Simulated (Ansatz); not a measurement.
Species: sum formula BNH₃Cl₂ (charge +1, singlet). It need not be the lowest isomer of its formula. 
Coordinates optimised at B3LYP-D3(BJ)/def2-TZVP (Ansatz, an electronic-structure program):
```xyz
7

N     -1.7390    -0.0744     0.1023
B     -0.1732    -0.0126     0.0093
Cl     0.6438    -1.5073    -0.0147
Cl     0.4962     1.5545    -0.0525
H     -2.0953    -1.0342     0.1081
H     -2.0720     0.3929     0.9532
H     -2.1731     0.4234    -0.6829
```
Charge +1, spin multiplicity 1.

Parts of the frozen-core correlation energy in cc-pV(T+d)Z (Ansatz, hartree). Frozen orbitals: 12; correlated occupied orbitals by spin: 12 and 12; virtual: 156 and 156. No spin-orbit coupling. Non-relativistic.

| term | value |
|---|---|
| reference (HF) | -999.81708 |
| MP2 opposite-spin | -0.51642 |
| MP2 same-spin | -0.16949 |
| CCSD correlation | -0.72834 |
| (T) | -0.03102 |
| T1 diagnostic | 0.011 |
| largest doubles amplitude | 0.038 |
